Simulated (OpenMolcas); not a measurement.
# neutral sulfur: effect of the IPEA shift

```yaml
Program: OpenMolcas
Basis: ANO-R1 [4s3p1d]
Scalar_Hamiltonian: X2C, finite nucleus
Active_space: 4 electrons in 3 orbitals (3p)
State_averaging: 2S+1 = 3 even, 3 roots; 2S+1 = 1 even, 6 roots
Spin-orbit_coupling: state interaction with AMFI integrals over the reference wave functions, term energies averaged over their components
```

Methods on the same reference wave functions:
A. CASSCF
B. SS-CASPT2, IPEA 0 Eh, imaginary shift 0.1 Eh (closed shells correlated: 2s 2p 3s)
C. SS-CASPT2, IPEA 0.25 Eh, imaginary shift 0.1 Eh (closed shells correlated: 2s 2p 3s)

Energies in cm⁻¹ above 3s² 3p⁴ ³P₂, the measured ground level; measured values from NIST Handbook of Basic Atomic Spectroscopic Data.

```
      Level      A      B      C  Measured
3s² 3p⁴ ³P₂    0.0    0.0    0.0       0.0
3s² 3p⁴ ³P₁    348    349    349       396
3s² 3p⁴ ³P₀    512    511    511       574
3s² 3p⁴ ¹D₂  11923  11120  10660      9239
3s² 3p⁴ ¹S₀  29466  25130  24990     22180
```

Deviations, from unrounded energies. A percentage is the sum of absolute deviations over the sum of measured energies, with the sign that they share, or ± where signs differ.

```csv
Against measurement,Levels,A,B,C
mean absolute deviation (cm-1),4,2500,1200,1100
fine structure of the ground term (%),2,-11.3,-11.4,-11.3
other terms of the ground configuration (%),2,+31.7,+15.4,+13.5
```

C lies closest to measurement on these levels and A furthest from it. The largest miss of C in the table is 3s² 3p⁴ ¹S₀, by +2800 cm-1. The ranking rests on the paired levels alone, and a cruder setting can come out closer through cancelling errors.

Between B and C the level of the table that moves most is 3s² 3p⁴ ¹D₂, by 460 cm-1 (lowest in C, highest in B). Moves below CASPT2's spread within the term are not significant.

The mean deviations of B to C differ by less than CASPT2's widest spread within a term (150 cm-1), so their order carries little weight.

From A to B the spin-free energies of the other terms of 3s² 3p⁴ shown, above ³P, scale by factors of 0.85 to 0.93.

The lowest spin-free term lies below A's lowest term by 0.106 hartree in B, 0.098 hartree in C.

CASPT2 breaks the degeneracy within a term, and the mean is taken; among the terms shown or strongly mixed into the levels shown the widest spread is 150 cm-1 (3s² 3p⁴ ¹D, C). With the s shell closed, the reference lacks s² → p² mixing. Without dynamic correlation excited terms often stand tens of per cent too high (terms of higher spin than the ground term too low), and those without a measured partner can miss by more than the paired ones (holds for A). Some terms miss by over 15 % even with CASPT2, which points to a basis or an active space too small for the shells correlated (holds for B; C). Computed and measured levels are paired by configuration, term and J; levels that our copy of the source lacks, or whose pairing is in doubt (as where it misses far off the trend of its configuration), stay unpaired and out of the deviations. Levels of configurations outside the active space are missing.
